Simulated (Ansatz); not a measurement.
Stepwise reaction of `O[Si](Cl)(Cl)Cl` with water, as a gas-phase model of exchange steps in deposition or etching. ΔE in kJ/mol; ΔG adds harmonic PBE0-D4 terms to CCSD(T)/CBS, at 1 bar.

Calculated with Ansatz (gas phase, PBE0-D4/def2-TZVP geometries, no zero-point term in ΔE). CCSD(T)/CBS is the MP2 limit (def2-TZVPP, def2-QZVPP) plus CCSD(T) − MP2 in def2-TZVPP, frozen cores. This one scheme is used for every species. DFT in def2-TZVPP. B3LYP here is the variant with VWN-RPA as its local correlation; programs differ in this. Each species was taken in one conformer, which may not be the lowest.

```json
{"step": "1", "reaction": "`O[Si](Cl)(Cl)Cl` + H₂O → `O[Si](O)(Cl)Cl` + HCl", "PBE-D4": "-9.5", "B3LYP-D4": "-17.8", "ωB97M-V": "-17.0", "CCSD(T)/CBS": "-15.1", "ΔG(400 K)": "-19.3"}
{"step": "2", "reaction": "`O[Si](O)(Cl)Cl` + H₂O → `O[Si](O)(O)Cl` + HCl", "PBE-D4": "-9.1", "B3LYP-D4": "-17.4", "ωB97M-V": "-16.2", "CCSD(T)/CBS": "-14.6", "ΔG(400 K)": "-15.0"}
{"step": "3", "reaction": "`O[Si](O)(O)Cl` + H₂O → `O[Si](O)(O)O` + HCl", "PBE-D4": "-3.9", "B3LYP-D4": "-12.2", "ωB97M-V": "-11.6", "CCSD(T)/CBS": "-11.0", "ΔG(400 K)": "-12.3"}
```

Problem. By hand: ΔE of the 3 steps together at CCSD(T)/CBS.

Solution. (-15.1) + (-14.6) + (-11.0) = -40.7 kJ/mol, or -13.6 kJ/mol a step.

In ΔE the steps differ by no more than 4.1 kJ/mol. All are downhill at CCSD(T)/CBS. ΔG lies between -19.3 and -12.3 kJ/mol a step. PBE-D4 differs from CCSD(T)/CBS by 5.5 to 7.1 kJ/mol a step. Isolated molecules leave out the surface, adducts and barriers. Largest T1 diagnostic: 0.011.
